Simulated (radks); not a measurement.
Results of a calculation; reference values are marked as such.
Q: Spin polarisation of the 4d8 shell in the palladium ion Pd2+. Start: [Kr] 4d(up 4, down 4); electrons of 4d are moved from spin down to spin up, other shells keep equal spins. Code: a radial shooting solver on a logarithmic mesh with Libxc functionals. Model: scalar-relativistic Kohn-Sham, r2SCAN, spin-polarised, spherical densities, finite nucleus; meta-GGA in the generalised Kohn-Sham scheme; Fermi nuclear charge, rms radius of each element as measured or else 0.836 A^(1/3) + 0.57 fm. Estimate the energy gained and the exchange splitting at a moment of 2 Bohr magnetons.

A: At moment 2 the spin-polarisation energy is -0.975 eV and the 4d exchange splitting 1.954 eV, that is 0.977 eV per Bohr magneton; E = -I m^2/4 would give I = 0.975 eV.
